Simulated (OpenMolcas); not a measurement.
Ta4+: effect of the metal basis

Ta4+ with 6 ligands (chloride) in octahedral coordination (Oh) at 2.44 Å. A charge of +0.333 e stands 3.2 Å behind each ligand.

| Item | Value |
| --- | --- |
| Program | OpenMolcas |
| Method | CASSCF |
| Spin-orbit coupling | state interaction with AMFI integrals over the reference wave functions |

Fixed: ligand basis ANO-RCC-VDZP, active space 1 electron in 5 orbitals (5d), DKH2 Hamiltonian.

States (labels of O, the rotations of Oh). Energies in cm-1 above the lowest state or level, χT in cm3 K/mol; under a threefold ground state the first gap can be a small split of the lowest multiplet, not the spin-orbit step; 10Dq is the gap between the two states.

```tsv
Run	Metal basis	Ground state	First state of that spin	10Dq	First gap with spin-orbit (degeneracies)	χT at 300 K	Cost
A	ANO-RCC-VDZP	2T2	2E 24522	24522	3532 (4, 2)	0.045	roughly 19 core-seconds
B	ANO-RCC-VTZP	2T2	2E 24382	24382	3434 (4, 2)	0.046	roughly 25 core-seconds
```

Against A, |10Dq| changes by -0.6 % in B.

Costs are those of the RASSCF and RASSI steps.

An orbital triplet at a regular site is open to Jahn-Teller coupling, which can distort the site and quench the lowest spin-orbit gaps and is left out. With metal d orbitals alone the field can be off either way by tens of per cent. Ligand-to-metal charge-transfer states are missing. The least metal-like active orbital is 70 % on the metal (Löwdin) and no ligand orbital is active, so the numbers are rough (holds for A). The least metal-like active orbital is 72 % on the metal (Löwdin) and no ligand orbital is active, so the numbers are rough (holds for B). No measured value stands beside these numbers; the geometry was imposed, not optimised, and the real ion may take another.
